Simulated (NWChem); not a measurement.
GaCl₂ cation; SMILES [Cl][Ga+][Cl]

```xyz
3

Ga     0.0000     0.0000     0.0000
Cl     0.0000     0.0000     2.0410
Cl     0.0000     0.0000    -2.0410
```
Atoms are numbered in this order, from 1.

Program: NWChem. Pople sets run with spherical d functions. All runs use the structure optimised with PBE0/def2-SVP. GIAO values for the isolated, static molecule; σ is the absolute isotropic shielding.

| level | σ Ga1 (ppm) | σ Cl2 (ppm) |
|---|---|---|
| B3LYP/6-311G** | 1582.7 | ___ |
| PBE0/pcSseg-1 | 1590.1 | 779.0 |
| Hartree-Fock/6-31G* | 1868.9 | 959.7 |
| BHandHLYP/pcSseg-1 | 1607.7 | 813.5 |

What belongs in the gaps?


- B3LYP/6-311G**, σ Cl2 (ppm): 719.4
